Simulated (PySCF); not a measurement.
CH₇F₂NSi₂, SMILES CN([SiH2]F)[SiH2]F. Coordinates come from a PBE-D3(BJ)/def2-SVP optimisation. The structure was generated by enumeration, and PubChem lists no compound with its InChIKey, so it may never have been made. Other conformers were not sampled.

Computed equilibrium geometry at PBE-D3(BJ)/def2-SVP (PySCF confirms it by a frequency run) as a Z-matrix (one conformer of several):
```
N
C 1 1.4749
H 2 1.1096 1 110.63
H 2 1.1099 3 106.89 1 121.14
H 2 1.1117 3 107.63 4 115.98
Si 1 1.7420 2 119.36 3 -19.57
F 6 1.6427 1 111.96 2 -78.92
Si 1 1.7453 2 117.69 3 163.19
F 8 1.6419 1 110.40 2 -72.70
H 8 1.4946 9 108.62 1 118.59
H 6 1.4947 7 107.49 1 119.02
H 6 1.4982 11 114.32 7 -117.26
H 8 1.4985 10 113.82 9 -117.24
```
